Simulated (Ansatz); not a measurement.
Ansatz (a program for electronic structure) input (r2SCAN0/def2-TZVPD):

Ansatz 0.2 input:
```yaml
crystal:
  periodic: [false, false, false]
  atoms:
    - {symbol: C, position_ang: [-1.63748022, 0.22159966, 0.21957058]}
    - {symbol: C, position_ang: [-1.17788793, -1.13643437, -0.35019408]}
    - {symbol: C, position_ang: [0.28498101, -1.15539166, -0.06792727]}
    - {symbol: C, position_ang: [0.78509886, 0.17864349, 0.38158323]}
    - {symbol: C, position_ang: [-0.39908836, 1.11455467, 0.07449747]}
    - {symbol: N, position_ang: [2.01625487, 0.59496840, -0.30586982]}
    - {symbol: H, position_ang: [-1.89679852, 0.10808189, 1.27538097]}
    - {symbol: H, position_ang: [-2.51299169, 0.62409784, -0.29037531]}
    - {symbol: H, position_ang: [-1.71716644, -1.98632382, 0.08001611]}
    - {symbol: H, position_ang: [-1.36823760, -1.17854031, -1.43372994]}
    - {symbol: H, position_ang: [0.92428644, -2.01780013, -0.20065359]}
    - {symbol: H, position_ang: [0.93045744, 0.15460298, 1.47970341]}
    - {symbol: H, position_ang: [-0.42434921, 1.99399025, 0.72014242]}
    - {symbol: H, position_ang: [-0.29338341, 1.45482222, -0.95858501]}
    - {symbol: H, position_ang: [2.37222392, 1.45096447, 0.10754213]}
    - {symbol: H, position_ang: [2.73843474, -0.10650474, -0.18353181]}
basis:
  gaussian:
    orbitals: def2-TZVPD
hamiltonian:
  xc: {name: r2SCAN0}
magnetization: {spin_polarized: true, initial_magnetization: 1}
output: {forces: true}
```

End of the output:

```
1559 factors; their error is unknown
0.50 GiB of the device are held for the grids
1.97 GiB of device memory are held for the factors and their scratch space
mean field: 2.86 GiB planned
mean field evaluation 1: about -6822.8978 eV, gradient 5.1e1 eV
mean field evaluation 2: about -6816.6873 eV, gradient 6.2e1 eV
mean field evaluation 4: about -6834.5107 eV, gradient 1.9e0 eV
mean field evaluation 8: about -6834.5439 eV, gradient 7.7e-2 eV
mean field evaluation 16: about -6834.5040 eV, gradient 5.9e-4 eV
mean field -6834.50397778 eV, -251.1633885904 hartree, gradient 7.9e-5 eV, S^2 0.758432; 0 other end points of the search recorded, 0 dependent functions left out
the calculation of the forces begins
reference -6834.50399292 eV, -251.1633891466 hartree; 24, 23 occupied and 288, 289 virtual orbitals, 1559 factors
Total energy: -6834.50399292 eV, -251.1633891466 hartree
Atom 0 at    -1.637480     0.221600     0.219571 Å, force     0.195059    -0.067240    -0.043462 eV/Å
Atom 1 at    -1.177888    -1.136434    -0.350194 Å, force    -0.014973     0.129101     0.015741 eV/Å
Atom 2 at     0.284981    -1.155392    -0.067927 Å, force    -0.053665     0.113212    -0.013271 eV/Å
Atom 3 at     0.785099     0.178643     0.381583 Å, force     0.034333     0.113683    -0.066698 eV/Å
Atom 4 at    -0.399088     1.114555     0.074497 Å, force     0.020079    -0.200232     0.011666 eV/Å
Atom 5 at     2.016255     0.594968    -0.305870 Å, force    -0.093359    -0.064966     0.226812 eV/Å
Atom 6 at    -1.896799     0.108082     1.275381 Å, force     0.043509     0.007493    -0.099329 eV/Å
Atom 7 at    -2.512992     0.624098    -0.290375 Å, force     0.093455    -0.039736     0.049736 eV/Å
Atom 8 at    -1.717166    -1.986324     0.080016 Å, force     0.068511     0.107355    -0.033292 eV/Å
Atom 9 at    -1.368238    -1.178540    -1.433730 Å, force     0.041972     0.019886     0.133719 eV/Å
Atom 10 at     0.924286    -2.017800    -0.200654 Å, force    -0.052836     0.075986     0.009520 eV/Å
Atom 11 at     0.930457     0.154603     1.479703 Å, force    -0.019391    -0.006232    -0.129495 eV/Å
Atom 12 at    -0.424349     1.993990     0.720142 Å, force     0.000449    -0.087889    -0.062782 eV/Å
Atom 13 at    -0.293383     1.454822    -0.958585 Å, force    -0.007301    -0.050349     0.084362 eV/Å
Atom 14 at     2.372224     1.450964     0.107542 Å, force    -0.087105    -0.208117    -0.082769 eV/Å
Atom 15 at     2.738435    -0.106505    -0.183532 Å, force    -0.168738     0.158046    -0.000459 eV/Å
Dipole moment:     0.022300    -0.019534     0.239411 e Å
```

It need not be the lowest isomer of its formula.
